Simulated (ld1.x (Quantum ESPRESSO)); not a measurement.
## What one change does to a pseudopotential (germanium (Ge), TM)

| Item | Value |
| --- | --- |
| Element | germanium |
| Generator | ld1.x (Quantum ESPRESSO) 7.5 |
| Type | norm-conserving Troullier–Martins (Kleinman–Bylander form) |
| Functional | PBE |
| Relativity | scalar-relativistic |
| Frozen core | [Ar] 3d10 |
| Valence charge | 4 |
| Reference configuration | 4s2 4p0.5 (charge +1.5) |
| Partial waves | 4s (bound): rc 1.45 bohr; 4p (bound): rc 1.65 bohr; 4d channel at -0.2 Ry: rc 1.80 bohr |
| Local potential | all-electron potential smoothed inside 1.10 bohr (lloc = -1) |
| Core correction | none |

Change: core correction a·sin(br)/r model core inside 1.54 bohr.

Cutoffs: the cutoffs (Ry, on a coarse ladder) from which the occupation-weighted sum of valence levels, in a spherical-Bessel basis at the reference potential, stays within 10 and 1 mRy of its value at 400 Ry; they do not see the model core or the augmentation charge, which bear on the density cutoff. Errors are all-electron minus pseudo energies relative to the spin-unpolarised reference configuration.

**Question.** How do hardness, ghosts and transferability respond?

**Answer.** The potential gets neither clearly harder nor softer (35 Ry and 70 Ry → 35 Ry and 70 Ry); both files keep a bound ghost (s); of the 7 tests that both files solve, the error grows in 2 and shrinks in 5 by more than 15 % and 0.3 meV (median size 17.6 → 6.6 meV). A model core, the more so a compact one, raises the density cutoff, which this test does not measure.

| quantity | base | changed |
| --- | --- | --- |
| cutoff, loose | 35 Ry | 35 Ry |
| cutoff, tight | 70 Ry | 70 Ry |
| bound ghosts | s | s |
| error for 4s2 4p2, meV [ΔE -14.09 eV] | +18 | -9.4 |
| error for 4s2 4p1, meV [ΔE -6.65 eV] | +3.4 | -2.2 |
| error for 4s2 4p0, meV [ΔE 8.79 eV] | +3.8 | -7.3 |
| error for 4s1 4p2, meV [ΔE 2.07 eV] | +29 | -4.5 |
| error for 4s2 4p1.5, meV [ΔE -11.29 eV] | +9.7 | -6.6 |
| error for 4s1 4p0, meV [ΔE 43.58 eV] | +122 | -141 |
| error for 4s1 4p3, meV [ΔE -6.12 eV] | +46 | -1.6 |
| s: phases at 1.95 bohr within 0.05 rad from the reference energy up to (Ry; the scan ends near 5) | to the end of the scan | to the end of the scan |
| p: phases at 1.95 bohr within 0.05 rad from the reference energy up to (Ry; the scan ends near 5) | 0.7 | 0.7 |
| d: phases at 1.95 bohr within 0.05 rad from the reference energy up to (Ry; the scan ends near 5) | 0.5 | 0.5 |

 A true bound ghost makes a file unfit for plane-wave use even where its test errors are small: the radial tests pick states by their node count and pass the ghost by.
